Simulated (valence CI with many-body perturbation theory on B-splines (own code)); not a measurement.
Values are calculated unless marked as measured or tabulated.
# Sensitivity of CI+MBPT for Ho62+

Method: configuration interaction combined with many-body perturbation theory (CI+MBPT): three valence electrons over a frozen Dirac-Fock core [He], a basis of 6 s, 6 p, 5 d, 3 f, 1 g functions for each j, with the one-electron correlation potential Σ1, the two-electron term Σ2, the three-electron term Σ3, Breit, model QED; selected CI, second order for the rest, scaled by the run's own slope (own B-spline code, finite nucleus).

The last digits are not significant, and no measured levels were compared; by estimate large intervals hold to a few tenths of a per cent, small ones and those within an open d or f shell to about a per cent.

The reference run has the lowest level (2s^2 2p1/2) J=1/2 and an ionisation energy of 14992.1 eV. Its largest variational space holds 3547 state functions.

Levels are named by their leading jj configuration (3d3/2^4 stands for four electrons in 3d with j = 3/2), which in mixed levels can hold well under half, so a name can repeat and another be missing. Letters in brackets count levels of one name in rising energy.

Reference levels: (2s 2p1/2^2) J=1/2 1849590, (2s^2 2p3/2) J=3/2 7522220, (2s 2p1/2 2p3/2) J=3/2 [a] 8817440, (2s 2p1/2 2p3/2) J=5/2 9125810, (2s 2p1/2 2p3/2) J=1/2 9637570, (2s 2p1/2 2p3/2) J=3/2 [b] 9652980, (2p1/2^2 2p3/2) J=3/2 11586500, (2s 2p3/2^2) J=5/2 16484200, (2s 2p3/2^2) J=1/2 17260400, (2s 2p3/2^2) J=3/2 17266900, (2p1/2 2p3/2^2) J=3/2 18762000, (2p1/2 2p3/2^2) J=5/2 18941100 cm⁻¹.

(1) Rank these changes by the mean size of the shift of these levels, smallest first.
A. screening of Σ1 on → off; cutoff of virtual states (hartree) 8978 → 7050
B. cutoff of virtual states (hartree) 8978 → 14100
C. natural orbitals for correlation on → off; QED terms on → off
D. box radius (bohr) 0.92648 → 0.55

Answers

(1) D (71 cm⁻¹), B (130 cm⁻¹), A (200 cm⁻¹), C (110000 cm⁻¹).
